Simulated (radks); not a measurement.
Q: The rubidium ion Rb3+, configuration [Ar] 3d10 4s2 4p4 (the NIST ground configuration). Calculated with a radial shooting solver on a logarithmic mesh with Libxc functionals: scalar-relativistic Kohn-Sham, PBEsol, spin-polarised, spherical densities, finite nucleus; open shells are filled with parallel spins first (spin-orbit coupling, left out, can overturn this in heavy ions); Fermi nuclear charge, rms radius 4.2036 fm. Some entries of the table are withheld. Estimate them.

| orbital | occ. | eigenvalue (eV) | r(max) (bohr) | <r> (bohr) |
|---|---|---|---|---|
| 1s up | 1 | -15059.22 | 0.02630 | 0.04031 |
| 1s down | 1 | -15059.01 | 0.02630 | 0.04031 |
| 2s up | 1 | -2042.819 | 0.1496 | 0.1779 |
| 2s down | 1 | -2042.688 | 0.1496 | 0.1779 |
| 2p up | 3 | -1815.576 | 0.1196 | 0.1551 |
| 2p down | 3 | -1815.368 | 0.1196 | 0.1551 |
| 3s up | 1 | -333.1409 | 0.4511 | 0.5108 |
| 3s down | 1 | -332.8768 | 0.4511 | 0.5106 |
| 3p up | 3 | -260.2489 | 0.4464 | 0.5188 |
| 3p down | 3 | -259.9491 | 0.4465 | 0.5184 |
| 3d up | 5 | -139.5628 | 0.3925 | (1) |
| 3d down | 5 | -139.2047 | 0.3925 | (2) |
| 4s up | 1 | -65.0142 | 1.238 | 1.390 |
| 4s down | 1 | -62.7625 | 1.233 | 1.391 |
| 4p up | 3 | -47.7090 | 1.371 | 1.566 |
| 4p down | 1 | -45.4781 | 1.369 | 1.576 |

A: 
(1) 3d up <r> (bohr): 0.5246
(2) 3d down <r> (bohr): 0.5233
